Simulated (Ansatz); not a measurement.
BClFH₄NSi (`NB[SiH](F)Cl`), relaxed with RKS PBE0-D4/def2-TZVP in Ansatz from a PBE-D4/def2-SVP geometry. The force threshold is 0.005 eV/Å; the program also tests the step.

Charge 0, multiplicity 1.

Start:

```xyz
9

N     0.588    0.475   -1.417
B    -0.513   -0.033   -0.731
Si   -0.200   -0.469    1.207
F     1.405   -0.188    1.487
Cl   -1.281    0.852    2.411
H     0.561    0.769   -2.396
H     1.503    0.600   -0.974
H    -1.578   -0.156   -1.306
H    -0.486   -1.850    1.720
```

```csv
step,energy (eV),largest force (eV/Å),largest move (Å)
1,-25342.8917,0.897,0.000
2,-25342.9412,0.639,0.039
3,-25342.9540,0.203,0.029
4,-25342.9562,0.052,0.029
5,-25342.9571,0.033,0.019
6,-25342.9574,0.017,0.009
7,-25342.9576,0.017,0.018
8,-25342.9577,0.007,0.004
9,-25342.9577,0.004,0.002
```

End:

```xyz
9

N     0.589    0.480   -1.441
B    -0.477   -0.016   -0.715
Si   -0.182   -0.454    1.221
F     1.367   -0.214    1.575
Cl   -1.280    0.823    2.402
H     0.522    0.742   -2.412
H     1.505    0.625   -1.048
H    -1.535   -0.159   -1.256
H    -0.509   -1.828    1.675
```

It took 47 s on 4 threads of an Arm Neoverse N1 on a shared host, with 0.48 GiB of host memory at the peak.
